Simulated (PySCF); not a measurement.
C₂H₂Cl₂, SMILES Cl/C=C\Cl. Atoms are numbered in the order given.

```xyz
6

Cl     0.0000     1.6263    -0.4544
C      0.0000     0.6663     0.9695
C      0.0000    -0.6663     0.9695
Cl     0.0000    -1.6263    -0.4544
H      0.0000     1.2258     1.9077
H      0.0000    -1.2258     1.9077
```
Charge 0, spin multiplicity 1.

Coordinates come from a ωB97X-D3(BJ)/def2-SVP optimisation.

All values below come from PBE/pcJ-1 (PySCF).

Isotropic couplings with Fermi-contact, spin-dipole and both spin-orbit terms, one fixed conformer, no vibrational averaging. Isotopes: 13C, 1H.

Problem. Estimate the spin–spin coupling constants. (An estimate is asked for; the answer gives what the named calculation found.)

Solution. 
```tsv
pair	bonds apart	J (Hz)
C2–C3	1	86.6
C2–H5	1	192.0
C3–H6	1	192.0
C2–H6	2	20.4
C3–H5	2	20.4
H5–H6	3	5.0
```
